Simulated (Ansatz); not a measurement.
Start from `[NH2][SnH]([OH])[SH]` and change one atom or group to get `[NH2][SnH]([OH])[F]`.

Ansatz, PBE0-D4/def2-TZVP geometries, multiplicity 1. Each molecule was computed in one conformer, which needn't be the lowest.

Elements past krypton have def2 core potentials.

```
                                                                                  property  `[NH2][SnH]([OH])[SH]`
                                        size of the dipole moment (ωB97M-V/def2-TZVPP) / D                    1.40
                                                       HOMO energy (B3LYP/def2-TZVPP) / eV                   -7.23
                                                        HOMO energy (PBE0/def2-TZVPP) / eV                   -7.48
                                                        LUMO energy (PBE0/def2-TZVPP) / eV                   -0.70
ideal-gas entropy at 298 K and 1 bar (rigid rotor, harmonic PBE0-D4/def2-TZVP) / J/(mol·K)                     378
                                                         LUMO energy (PBE/def2-TZVPP) / eV                   -1.64
```

**Question.** Give the same properties after the change, and the shifts. (An estimate is asked.)

**Answer.** Computed: 
| property | `[NH2][SnH]([OH])[F]` | shift |
| --- | --- | --- |
| size of the dipole moment (ωB97M-V/def2-TZVPP) / D | 1.30 | -0.10 |
| HOMO energy (B3LYP/def2-TZVPP) / eV | -7.79 | -0.56 |
| HOMO energy (PBE0/def2-TZVPP) / eV | -8.05 | -0.57 |
| LUMO energy (PBE0/def2-TZVPP) / eV | -0.80 | -0.10 |
| ideal-gas entropy at 298 K and 1 bar (rigid rotor, harmonic PBE0-D4/def2-TZVP) / J/(mol·K) | 348 | -30 |
| LUMO energy (PBE/def2-TZVPP) / eV | -1.78 | -0.14 |

With PBE0 the HOMO falls by 0.57 eV and the LUMO falls by 0.10 eV, so the gap widens by about 0.47 eV. PBE moves the HOMO by -0.42 eV and ωB97M-V by -0.73 eV. The zero-point energy changes by -18.8 kJ/mol with -3 modes. Dipoles are sizes alone; their direction can turn.

B3LYP here is the variant with VWN-RPA as its local correlation; programs differ in this.
